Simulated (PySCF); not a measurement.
# Basis-set dependence of excited states

Species: C₄H₈BP.
Numbering: `[CH:1]#[C:2]/[CH:3]=[CH:4]\[BH2-:5][PH3+:6]` (hydrogens: H7 on C1; H8 on C3; H9 on C4; H10, H11 on B5; H12, H13, H14 on P6)

TDDFT with PBE0 (PySCF), vertical singlets, core orbitals frozen in the response, spherical d and f functions. Isolated species at its PBE0-D3(BJ)/def2-SVP geometry (one conformer only).

Question: Compare 6-31G*, def2-SVP, 6-31+G*, def2-SVPD, aug-cc-pVDZ, def2-TZVP and def2-TZVPD for this molecule.

Answer: 

| basis | functions | diffuse | S1 (eV) | S2 (eV) | S3 (eV) | S4 (eV) | S5 (eV) | LUMO (eV) | α (au) |
| --- | --- | --- | --- | --- | --- | --- | --- | --- | --- |
| 6-31G* | 104 | no | 5.28 | 5.33 | 5.90 | 6.10 | 6.33 | -0.44 | 76.8 |
| def2-SVP | 128 | no | 5.21 | 5.29 | 5.90 | 6.19 | 6.31 | -0.72 | 80.5 |
| 6-31+G* | 128 | yes | 4.92 | 5.20 | 5.54 | 5.68 | 6.03 | -0.94 | 88.6 |
| def2-SVPD | 188 | yes | 5.06 | 5.22 | 5.69 | 6.01 | 6.05 | -0.93 | 93.3 |
| aug-cc-pVDZ | 214 | yes | 4.90 | 5.18 | 5.49 | 5.59 | 5.89 | -1.00 | 95.5 |
| def2-TZVP | 240 | no | 5.06 | 5.21 | 5.67 | 5.97 | 6.14 | -0.90 | 90.4 |
| def2-TZVPD | 300 | yes | 4.96 | 5.17 | 5.53 | 5.76 | 5.90 | -0.99 | 95.3 |

States are compared by their number. Against the largest diffuse basis here (def2-TZVPD, itself not a converged limit), sets without diffuse functions differ by up to 0.33 eV in S1 and 0.43 eV in S5; the smaller diffuse sets differ by up to 0.10 and 0.15 eV. S1 is led by HOMO-1→LUMO (60%) in 6-31G* and by HOMO→LUMO (91%) in def2-TZVPD. State by state, the largest deviation of a set without diffuse functions is S1 0.33, S2 0.15, S3 0.37, S4 0.43, S5 0.43 eV. The same number needn't mean the same state in each row. Against def2-TZVPD the polarisability deviates by -19% in 6-31G*, -15% in def2-SVP, -7% in 6-31+G*, -2% in def2-SVPD, 0% in aug-cc-pVDZ, -5% in def2-TZVP. A single + in a Pople set puts diffuse functions on heavy atoms only.
